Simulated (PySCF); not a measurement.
Sr²⁺ (strontium, charge +2) across methods

[Kr], closed-shell 1S. Calculation: PySCF 2.14, in aug-cc-pVDZ-X2C; the spin-free X2C one-electron Hamiltonian (Gaussian nucleus).

```json
{"method": "M06-2X", "E (hartree)": "-3178.84", "mean ε 3d (eV)": "-155.28", "mean ε 4s (eV)": "-60.537", "mean ε 4p (eV)": "-40.269", "Σ⟨r²⟩ (bohr²)": "26.33", "⟨S²⟩": "0.000"}
{"method": "r2SCAN", "E (hartree)": "-3178.64", "mean ε 3d (eV)": "-144.05", "mean ε 4s (eV)": "-56.065", "mean ε 4p (eV)": "-37.244", "Σ⟨r²⟩ (bohr²)": "26.24", "⟨S²⟩": "0.000"}
{"method": "wB97M-V", "E (hartree)": "-3178.41", "mean ε 3d (eV)": "-150.67", "mean ε 4s (eV)": "-60.682", "mean ε 4p (eV)": "-41.030", "Σ⟨r²⟩ (bohr²)": "26.36", "⟨S²⟩": "0.000"}
{"method": "wB97X", "E (hartree)": "-3178.74", "mean ε 3d (eV)": "-149.84", "mean ε 4s (eV)": "-60.662", "mean ε 4p (eV)": "-41.099", "Σ⟨r²⟩ (bohr²)": "26.26", "⟨S²⟩": "0.000"}
{"method": "LDA", "E (hartree)": "-3174.46", "mean ε 3d (eV)": "-142.37", "mean ε 4s (eV)": "-55.036", "mean ε 4p (eV)": "-36.821", "Σ⟨r²⟩ (bohr²)": "26.32", "⟨S²⟩": "0.000"}
{"method": "PBE", "E (hartree)": "-3178.26", "mean ε 3d (eV)": "-142.14", "mean ε 4s (eV)": "-54.890", "mean ε 4p (eV)": "-36.678", "Σ⟨r²⟩ (bohr²)": "26.33", "⟨S²⟩": "0.000"}
{"method": "LC-wPBE", "E (hartree)": "-3178.30", "mean ε 3d (eV)": "-147.91", "mean ε 4s (eV)": "-61.070", "mean ε 4p (eV)": "-41.594", "Σ⟨r²⟩ (bohr²)": "26.30", "⟨S²⟩": "0.000"}
{"method": "PBE0", "E (hartree)": "-3178.34", "mean ε 3d (eV)": "-148.42", "mean ε 4s (eV)": "-58.075", "mean ε 4p (eV)": "-38.601", "Σ⟨r²⟩ (bohr²)": "26.28", "⟨S²⟩": "0.000"}
{"method": "UHF", "E (hartree)": "-3176.78659", "mean ε 3d (eV)": "-165.72", "mean ε 4s (eV)": "-66.281", "mean ε 4p (eV)": "-43.081", "Σ⟨r²⟩ (bohr²)": "26.35", "⟨S²⟩": "0.000"}
```
